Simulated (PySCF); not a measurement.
What binds GeO⁺: the parts of the energy along the bond

State: ²Π, doublet, unpaired electrons π ↑. ROHF-based CCSD(T) in PySCF 2.14 with Ge cc-pwCVDZ-PP with ECP10, O aug-cc-pVDZ and Ge cc-pwCVTZ-PP with ECP10, O aug-cc-pVTZ (frozen core orbitals: 5; scalar-relativistic core potentials). Correlation energies are extrapolated as n⁻³ (n = 2, 3), Hartree–Fock as (n+1)·exp(−9√n). CV is the change on freezing 4 orbitals instead, in Ge cc-pwCVTZ-PP with ECP10, O cc-pwCVTZ. All energies in eV from Ge⁺ + O.

| R (Å) | HF/CBS | CCSD corr. | (T) | CV | total |
| --- | --- | --- | --- | --- | --- |
| 1.5660 | -1.356 | -1.465 | -0.1633 | -0.0076 | -2.992 |
| 1.6372 | -1.805 | -1.489 | -0.1789 | -0.0053 | -3.478 |
| 1.7084 | -1.981 | -1.522 | -0.1965 | -0.0033 | -3.702 |
| 1.7796 | -1.966 | -1.561 | -0.2156 | -0.0018 | -3.744 |
| 1.8508 | -1.820 | -1.603 | -0.2362 | -0.0005 | -3.659 |
| 1.9398 | -1.517 | -1.657 | -0.2635 | 0.0007 | -3.437 |
| 2.0287 | -1.132 | -1.713 | -0.2921 | 0.0017 | -3.135 |

A fit to the total gives Re = 1.7635 Å, De = 3.747 eV, ωe = 745.0 cm⁻¹, Be = 0.4122 cm⁻¹ (masses 73.9212 and 15.9949 u).

Question: At R = 1.7796 Å the CCSD correlation energy is -0.462971 hartree in the smaller basis and -0.705202 in the larger. Extrapolate it.

Answer: (3³·E3 − 2³·E2)/(3³ − 2³) = -0.80719 hartree; the larger basis holds 87.4 % of it.

The T1 diagnostic is 0.024. The state was picked by a PBE0 search and need not be the measured ground state. Spin–orbit coupling, excitations beyond (T) and corrections to the Born–Oppenheimer picture are left out.
